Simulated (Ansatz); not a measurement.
Reaction (redistribution): `O[Si]1(F)C[SiH2]1` + `C[O][Ge]([F])([SH])[Cl]` → `F[Si]1(S)C[SiH2]1` + `C[O][Ge]([OH])([F])[Cl]`

Isolated molecules relaxed with PBE0-D4/def2-TZVP in Ansatz; ΔE leaves out vibrations. CCSD(T)/CBS is the MP2 limit (def2-TZVPP, def2-QZVPP) plus CCSD(T) − MP2 in def2-TZVPP, frozen cores. DFT in def2-TZVPP. For Ge outer-core shells are correlated without core-valence functions, which leaves a few kJ/mol of doubt a bond. Scalar relativity is left out up to krypton. Each species was taken in one conformer, which may not be the lowest.

```tsv
species	PBE-D4 energy (Eh)
`O[Si]1(F)C[SiH2]1`	-794.83679
`C[O][Ge]([F])([SH])[Cl]`	-3150.33561
`F[Si]1(S)C[SiH2]1`	-1117.67673
`C[O][Ge]([OH])([F])[Cl]`	-2827.48002
```

(1) Work out ΔE.

Largest T1 diagnostic among the species: 0.013.

Answers

(1) ΔE = (-1117.67673) + (-2827.48002) − (-794.83679) − (-3150.33561) = 0.01565 Eh = +41.1 kJ/mol. CCSD(T)/CBS gives +43.9 kJ/mol.

In def2-TZVPP, CCSD(T) changes the Hartree–Fock value by −5.2 kJ/mol (the triples alone add −1.3 kJ/mol) and MP2 by −5.5 kJ/mol.
